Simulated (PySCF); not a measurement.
A structure optimised at PBE0-D3(BJ)/def2-SVP, used in a PySCF frequency run:

```xyz
8

Si     0.9192     0.5878     0.0000
Cl    -0.3966     2.1655     0.0000
C     -0.0969    -1.0534     0.0000
F     -0.8771    -1.1705    -1.0791
F     -0.8771    -1.1705     1.0791
F      0.7509    -2.0961     0.0000
H      1.7423     0.6058    -1.2348
H      1.7423     0.6058     1.2348
```
Charge 0, spin multiplicity 1.

Q: Write its SMILES, formula and point group.

A: FC(F)(F)[SiH2]Cl, CH2ClF3Si, Cs

Q: What are its rotational constants (standard atomic weights)?

A: 4.1227, 1.3555, 1.2610 GHz
